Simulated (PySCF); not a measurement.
A PySCF script (with the pyscf-properties extension) for the NMR shieldings of `CC[P@+](C)(N)N([SiH3])[SiH3]`, [C₃H₁₆N₂PSi₂]+, on a GFN2-xTB geometry:

```python
import basis_set_exchange as bse
import numpy as np
from pyscf import gto, dft
from pyscf.prop import nmr

atoms = """
C    -2.774489   -0.625315   -0.389373
C    -1.307629   -1.010906   -0.544988
P    -0.209568    0.304784    0.060456
C    -0.547980    0.714502    1.789572
N    -0.658854    1.648411   -0.781896
N     1.371762   -0.118687   -0.143904
Si    2.527939    1.192584   -0.486666
Si    1.839266   -1.821802    0.115554
H    -3.051538   -0.551269    0.658916
H    -2.982355    0.326063   -0.872569
H    -3.402831   -1.385200   -0.846970
H    -1.057534   -1.174416   -1.597370
H    -1.090033   -1.932561   -0.002208
H    -0.441941   -0.175054    2.407389
H    -1.558439    1.107762    1.880018
H     0.165694    1.464158    2.128977
H    -0.591054    1.593113   -1.789951
H    -0.341975    2.543833   -0.435488
H     3.834502    0.630480   -0.212645
H     2.302815    1.571860   -1.882603
H     2.171062    2.295858    0.413976
H     1.422528   -2.537289   -1.089181
H     3.273827   -1.782213    0.328770
H     1.095090   -2.258932    1.299740
"""
names = dict.fromkeys(["C", "P", "N", "Si", "H"], "pcSseg-1")
basis = {el: gto.basis.parse(bse.get_basis(n, elements=[el], fmt="nwchem")) for el, n in names.items()}
mol = gto.M(atom=atoms, basis=basis, charge=1, verbose=0)
mf = dft.RKS(mol, xc="PBE0")
mf.grids.level = 2
mf.grids.alignment = dft.numint.BLKSIZE   # the property module wants whole blocks of grid points
mf.conv_tol = 1e-9
mf.kernel()

calc = nmr.RKS(mf)   # GIAO
C = mf.mo_coeff
Co = C[:, mf.mo_occ > 0]
resp = mf.gen_response(singlet=True, hermi=2)
def vind(x):   # induced exchange potential for any number of trial vectors
    d = np.einsum("pi,xij,qj->xpq", C, 2 * x.reshape(-1, C.shape[1], Co.shape[1]), Co, optimize=True)
    return np.einsum("xpq,pi,qj->xij", resp(d - d.transpose(0, 2, 1)), C, Co, optimize=True).ravel()
mo1, _ = nmr.rhf.solve_mo1(calc, with_cphf=vind)
sigma = calc.kernel(mo1)
for i, s in enumerate(sigma):   # ppm
    w = np.linalg.eigvalsh((s + s.T) / 2)
    print("%2d %-2s iso %8.1f  s11 %8.1f  s22 %8.1f  s33 %8.1f" % (i, mol.atom_pure_symbol(i), w.mean(), *w))
```

Problem. Give the expected output.

Solution. 
```
 0 C  iso    178.5  s11    171.8  s22    174.1  s33    189.7
 1 C  iso    160.3  s11    145.3  s22    160.4  s33    175.2
 2 P  iso    264.0  s11    226.9  s22    255.1  s33    310.1
 3 C  iso    176.5  s11    159.0  s22    177.0  s33    193.5
 4 N  iso    217.6  s11    196.7  s22    212.0  s33    244.2
 5 N  iso    234.3  s11    207.5  s22    229.8  s33    265.6
 6 Si iso    392.2  s11    353.4  s22    382.9  s33    440.3
 7 Si iso    390.3  s11    352.1  s22    381.0  s33    437.7
 8 H  iso     30.6  s11     25.2  s22     29.4  s33     37.0
 9 H  iso     30.1  s11     24.3  s22     30.1  s33     35.8
10 H  iso     29.7  s11     24.3  s22     26.4  s33     38.4
11 H  iso     29.4  s11     24.6  s22     28.8  s33     34.7
12 H  iso     29.1  s11     23.6  s22     29.4  s33     34.4
13 H  iso     29.7  s11     25.3  s22     27.5  s33     36.5
14 H  iso     29.8  s11     24.7  s22     27.8  s33     37.0
15 H  iso     29.6  s11     24.9  s22     27.9  s33     35.8
16 H  iso     29.3  s11     23.4  s22     24.5  s33     39.9
17 H  iso     28.8  s11     22.6  s22     25.1  s33     38.7
18 H  iso     26.8  s11     22.7  s22     25.5  s33     32.0
19 H  iso     26.8  s11     22.6  s22     25.1  s33     32.7
20 H  iso     26.8  s11     22.8  s22     26.0  s33     31.7
21 H  iso     26.8  s11     22.7  s22     25.3  s33     32.4
22 H  iso     26.8  s11     22.6  s22     25.6  s33     32.2
23 H  iso     27.0  s11     23.0  s22     26.2  s33     31.7
```

These numbers come from an equivalent density-fitted implementation of the same equations, which agrees with the script to about 0.01 ppm for H and up to a few tenths of a ppm for heavy atoms, so last digits may differ.

Problem. Turn these shieldings into chemical shifts. δ = σ(ref) − σ, references computed at the same level: TMS for ¹³C (186.93 ppm) and ²⁹Si (349.16 ppm) and ¹H (31.72 ppm); H3PO4 for ³¹P (318.38 ppm); NH3 for ¹⁵N (267.73 ppm).

Solution. Averaging equivalent atoms: C 1: 26.6; C 3: 10.4; C 0: 8.4; P 2: 54.4; N 4: 50.1; N 5: 33.4; Si 6/7: -42.1; H 18/19/20/21/22/23: 4.91; H 16/17: 2.69; H 12: 2.57; H 11: 2.35; H 13/14/15: 2.01; H 8/9/10: 1.60 ppm. Experimental scales use liquid or dissolved standards, which lie at an offset from isolated NH3 (liquid NH3: subtract about 20 ppm) and H3PO4.

Size and cost of the density-fitted run: 237 basis functions, 84 s wall time on 1 thread of an Arm Neoverse V1, shared host; peak memory 1.1 GiB.
